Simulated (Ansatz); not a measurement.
`N=C(O)Br` at its PBE0-D4/def2-TZVP geometry, where that method's forces vanish. Charge 0, multiplicity 1.

| atom | x (Å) | y (Å) | z (Å) |
| --- | --- | --- | --- |
| N1 | 0.039 | 1.018 | -0.618 |
| C2 | -0.008 | -0.194 | -0.323 |
| O3 | -0.031 | -0.811 | 0.868 |
| Br4 | -0.061 | -1.499 | -1.689 |
| H5 | 0.064 | 1.629 | 0.197 |
| H6 | -0.003 | -0.144 | 1.566 |

For each bond, give half the difference of the two atoms' forces along it (eV/Å; positive pushes the atoms apart) under PBE-D4, r2SCAN-D4, B3LYP-D4, ωB97M-V in def2-TZVPP. (An estimate is asked.)

Computed: 
| bond | length (Å) | PBE-D4 | r2SCAN-D4 | B3LYP-D4 | ωB97M-V |
| --- | --- | --- | --- | --- | --- |
| N1–C2 | 1.249 | 0.51 | 0.14 | -0.01 | -0.04 |
| N1–H5 | 1.019 | 0.16 | -0.02 | -0.06 | -0.05 |
| C2–O3 | 1.341 | 0.30 | 0.21 | 0.27 | 0.26 |
| C2–Br4 | 1.889 | 0.12 | 0.12 | 0.21 | -0.03 |
| O3–H6 | 0.966 | 0.39 | 0.03 | -0.07 | -0.14 |

B3LYP here is the variant with VWN-RPA as its local correlation; programs differ in this.
